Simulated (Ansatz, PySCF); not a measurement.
Gas-phase reaction (SMILES): F[SiH](F)F [trifluorosilane] + 2 [SiH4] (SiH4) -> 3 F[SiH3] [fluorosilane]; bond separation energy.

Geometries: B3LYP-D3(BJ)/def2-TZVP minima from Ansatz (a first-principles code). Cores are frozen in the correlated levels unless marked. Spin-orbit coupling is left out. No relativistic terms. CBS(X,Y): correlation extrapolated as X^-3; Hartree-Fock from the larger set. Thermal terms are rigid-rotor harmonic-oscillator values from B3LYP-D3(BJ) frequencies (Ansatz or PySCF) at 298.15 K and 1 atm. 1 Eh = 627.5095 kcal/mol.

```tsv
species	E, CCSD(T)/CBS(cc-pV(T+d)Z,cc-pV(Q+d)Z) (Ansatz) (Eh)	E, PBE/def2-TZVPD (Ansatz) (Eh)	H - E (Eh)	G - E (Eh)
F[SiH](F)F	-589.25692	-589.54063	0.02314	-0.00844
F[SiH3]	-390.71665	-390.98663	0.03157	0.00450
[SiH4] (SiH4)	-291.45815	-291.72111	0.03520	0.01198
```

Q: Work out ΔE and ΔH, ΔG, ΔS and the equilibrium constant at 298.15 K at the first level, then ΔH at the second.

A: 
1. ΔE = [3×(-390.71665)] - [(-589.25692) + 2×(-291.45815)] = 0.02327 Eh = 14.6 kcal/mol at CCSD(T)/CBS(cc-pV(T+d)Z,cc-pV(Q+d)Z).
2. The terms H - E add up to 0.00117 Eh, so ΔH = (0.02327 + (0.00117))×627.5095 = 15.3 kcal/mol.
3. The terms G - E add up to -0.00202 Eh, so ΔG = 13.3 kcal/mol, and ΔS = (0.00117 - (-0.00202))×627509.5/298.15 = 6.7 cal/(mol K).
4. log10 K = -ΔG/(RT ln 10) = -9.7, with RT ln 10 = 1.3642 kcal/mol.
5. At PBE/def2-TZVPD the same steps give ΔE = 14.4 and ΔH = 15.1 kcal/mol, a shift of -0.2 from the first level.
6. These values are not checked against measurement here, since the tables used lack a sound gas-phase enthalpy of formation for at least one species.
